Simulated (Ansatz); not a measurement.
One change: `B[SiH2]C(F)Cl` becomes `BCC(F)Cl`.

Ansatz, PBE0-D4/def2-TZVP geometries, multiplicity 1. Each molecule was computed in one conformer, which needn't be the lowest.

```tsv
property	`B[SiH2]C(F)Cl`
HOMO energy (PBE/def2-TZVPP) / eV	-6.73
HOMO–LUMO gap (PBE/def2-TZVPP) / eV	2.96
HOMO–LUMO gap (ωB97M-V/def2-TZVPP) / eV	9.50
HOMO energy (B3LYP/def2-TZVPP) / eV	-7.86
LUMO energy (ωB97M-V/def2-TZVPP) / eV	-0.79
HOMO–LUMO gap (B3LYP/def2-TZVPP) / eV	4.90
```

(1) What does the change do to each property? (Estimate.)

Answers

(1) Computed: 
```tsv
property	`BCC(F)Cl`	shift
HOMO energy (PBE/def2-TZVPP) / eV	-7.21	-0.48
HOMO–LUMO gap (PBE/def2-TZVPP) / eV	4.39	1.43
HOMO–LUMO gap (ωB97M-V/def2-TZVPP) / eV	11.14	1.64
HOMO energy (B3LYP/def2-TZVPP) / eV	-8.40	-0.54
LUMO energy (ωB97M-V/def2-TZVPP) / eV	0.18	0.97
HOMO–LUMO gap (B3LYP/def2-TZVPP) / eV	6.38	1.48
```

With PBE0 the HOMO falls by 0.57 eV and the LUMO rises by 0.99 eV, so the gap widens by about 1.56 eV. PBE moves the HOMO by -0.48 eV and ωB97M-V by -0.67 eV.

B3LYP here is the variant with VWN-RPA as its local correlation; programs differ in this.
